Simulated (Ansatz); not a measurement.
The first iterations of a band of ClF$_{3}$H$_{2}$OW (8 atoms, charge 0, multiplicity 1).

Computed with Ansatz, RKS B3LYP-D4/def2-SVP.

```
movable images  : 5
climbing image  : yes
spring          : 20.0 eV/Å²
optimiser       : quadratic models (default)
start path      : through a guess of the saddle point
force threshold : 0.05 eV/Å
iteration limit : 60
end points      : relaxed
```

Initial state:

```xyz
8
Properties=species:S:1:pos:R:3
W 0.060 -0.030 0.137
Cl 0.835 -0.075 2.331
H 1.676 0.331 -0.275
F 0.028 1.804 0.459
F -1.774 0.219 -0.228
O 0.155 -1.872 0.297
H 0.325 -2.545 0.970
F 0.168 -0.200 -1.727
```

Final state:

```xyz
8
Properties=species:S:1:pos:R:3
W -0.665 0.055 -0.657
Cl 2.185 -1.172 2.367
H 2.036 0.047 1.957
F -0.642 1.873 -1.049
F -2.182 0.311 0.378
O -0.121 -1.451 0.227
H 0.506 -1.759 0.908
F 0.357 -0.270 -2.168
```

| iteration | highest image above the first end (eV) | largest band force component (eV/Å) |
| --- | --- | --- |
| 1 | 2.899 | 5.826 |
| 2 | 2.596 | 3.585 |
| 3 | 1.907 | 2.400 |
| 4 | 1.726 | 1.946 |
| 5 | 1.545 | 1.982 |
| 6 | 1.290 | 1.613 |
| 7 | 1.114 | 1.302 |

**Question.** Does the band converge within its limit, and where does its top end?

**Answer.** It converged. It ended after 21 iterations with the highest image 1.034 eV above the first end. Another band between the same ends (5 images) ends at a top of the same energy, where a vibrational analysis finds 1 clearly imaginary mode. The orbitals stay closed-shell, which can raise the energy where a bond breaks towards radicals; this wasn't checked here.

The run took 4.9 min on 4 threads of Arm Neoverse V1, on a shared host, peak memory 0.3 GiB.
